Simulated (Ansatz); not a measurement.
**Energy profile**

The step: Al₂H₃O₄ ([OH][Al][O][Al]([OH])[OH]) + H₂O + NH₃ → AlH₃O₃ ([OH][Al]([OH])[OH]) + AlNH₃O ([NH2][Al][OH]) + H₂O; bonds formed: O2–H9, H7–O10; dative contacts that become bonds: Al1–N8; bonds broken: H7–N8, H9–O10 (atoms numbered as in the saddle structure below).

```json
{"atom": "Al1", "x (Å)": "-0.9958", "y (Å)": "0.4140", "z (Å)": "0.8963"}
{"atom": "O2", "x (Å)": "-0.7898", "y (Å)": "-0.4191", "z (Å)": "-0.6712"}
{"atom": "Al3", "x (Å)": "0.1663", "y (Å)": "0.8338", "z (Å)": "-1.4699"}
{"atom": "O4", "x (Å)": "-0.2759", "y (Å)": "1.7833", "z (Å)": "-2.8030"}
{"atom": "O5", "x (Å)": "1.7927", "y (Å)": "0.2505", "z (Å)": "-1.4288"}
{"atom": "O6", "x (Å)": "-2.5054", "y (Å)": "0.6470", "z (Å)": "1.6414"}
{"atom": "H7", "x (Å)": "0.7947", "y (Å)": "-1.4148", "z (Å)": "1.0221"}
{"atom": "N8", "x (Å)": "0.2506", "y (Å)": "-0.4137", "z (Å)": "2.0223"}
{"atom": "H9", "x (Å)": "0.0423", "y (Å)": "-1.3532", "z (Å)": "-0.3983"}
{"atom": "O10", "x (Å)": "0.9248", "y (Å)": "-1.9346", "z (Å)": "0.0818"}
{"atom": "H11", "x (Å)": "-1.1288", "y (Å)": "2.1996", "z (Å)": "-2.9047"}
{"atom": "H12", "x (Å)": "2.4730", "y (Å)": "0.6478", "z (Å)": "-1.9707"}
{"atom": "H13", "x (Å)": "-3.2983", "y (Å)": "0.8979", "z (Å)": "1.1727"}
{"atom": "H14", "x (Å)": "1.0211", "y (Å)": "0.1759", "z (Å)": "2.3156"}
{"atom": "H15", "x (Å)": "-0.1397", "y (Å)": "-0.8200", "z (Å)": "2.8662"}
{"atom": "H16", "x (Å)": "1.6679", "y (Å)": "-1.4944", "z (Å)": "-0.3719"}
```

Electronic energies by CCSD(T) at an estimated basis limit (MP2 extrapolated from triple and quadruple zeta, plus CCSD(T) − MP2 in triple zeta), on PBE0-D4/def2-TZVP structures; Al2NH8O5, doublet; no counterpoise correction; spin–orbit coupling, which lowers free halogen atoms and radicals such as OH and SH, is left out. Ansatz 0.2.0; basis: def2-TZVPP and def2-QZVPP; cores frozen in the correlated methods; orbitals are unrestricted. Extrapolation: Hartree–Fock as exp(−7.88 √X), correlation as X^−2.97.

Task: Give the profile in kJ/mol, counted from the separated reactants. (An estimate is asked for; the value comes from the calculation.)

Result: The calculation gives:
```json
{"point": "separated: Al2H3O4 (linked as [OH][Al][O][Al]([OH])[OH]; Al1, O2, Al3, O4, O5, O6, H11, H12, H13; doublet) + NH3 (H7, N8, H14, H15; singlet) + H2O (H9, O10, H16; singlet)", "kJ/mol": "0.0"}
{"point": "start structure", "kJ/mol": "-158.2"}
{"point": "saddle", "kJ/mol": "-74.2"}
{"point": "end structure", "kJ/mol": "-103.4"}
{"point": "separated: AlNH3O (linked as [NH2][Al][OH]; Al1, O6, N8, H13, H14, H15; doublet) + AlH3O3 (linked as [OH][Al]([OH])[OH]; O2, Al3, O4, O5, H9, H11, H12; singlet) + H2O (H7, O10, H16; singlet)", "kJ/mol": "70.5"}
```
The saddle lies below the separated reactants: the barrier is submerged.

The T1 diagnostic stays at or below 0.015. ⟨S²⟩ of the unrestricted Hartree–Fock references: 0.75 (a pure state has 0.75).

For scale, one of the runs: CCSD(T)/def2-TZVPP, 382 basis functions, launched by `ansatz run in.yaml --threads 4 --pin off --events-out ev --progress --plain --max-ram 46080MiB --backend cuda --devices 0, --max-vram 37GiB`. Hardware: 4 CPU threads of an AMD EPYC 7R13 and a share of one NVIDIA H100, shared host. Wall time 69 s; peak host memory 1.7 GiB.
